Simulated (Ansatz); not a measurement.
Reaction (redistribution): `CO[Si](C)(N)Cl` + `F[Si]1(Cl)CO1` → `C[Si](N)(Cl)Cl` + `CO[Si]1(F)CO1`

Gas-phase electronic energies from Ansatz, PBE0-D4/def2-TZVP geometries. CCSD(T)/CBS adds triple-zeta CCSD(T) − MP2 to the extrapolated MP2 energy (def2 sets, frozen cores). DFT in def2-TZVPP. B3LYP here is the variant with VWN-RPA as its local correlation; programs differ in this. Each species was taken in one conformer, which may not be the lowest.

(1) Is it downhill or uphill in electronic energy at CCSD(T)/CBS, and by how much? (An estimate is asked.)

(2) What do these levels give: r2SCAN-D4, B3LYP-D4, ωB97X-V, ωB97M-V, PBE, r2SCAN, PBE0, B3LYP, HF/def2-QZVPP, MP2/def2-QZVPP, SCS-MP2/def2-QZVPP, MP2/CBS(def2)? (Estimate.)

Largest T1 diagnostic among the species: 0.012.

Results:

(1) The calculation gave: Downhill: ΔE = -0.04 eV.

(2) Computed: r2SCAN-D4 -0.03, B3LYP-D4 -0.04, ωB97X-V -0.03, ωB97M-V -0.03, PBE -0.03, r2SCAN -0.03, PBE0 -0.05, B3LYP -0.05, HF/def2-QZVPP -0.09, MP2/def2-QZVPP -0.04, SCS-MP2/def2-QZVPP -0.05, MP2/CBS(def2) -0.05 eV.

In def2-TZVPP, CCSD(T) changes the Hartree–Fock value by +0.06 eV (the triples alone add +0.01 eV) and MP2 by +0.06 eV.
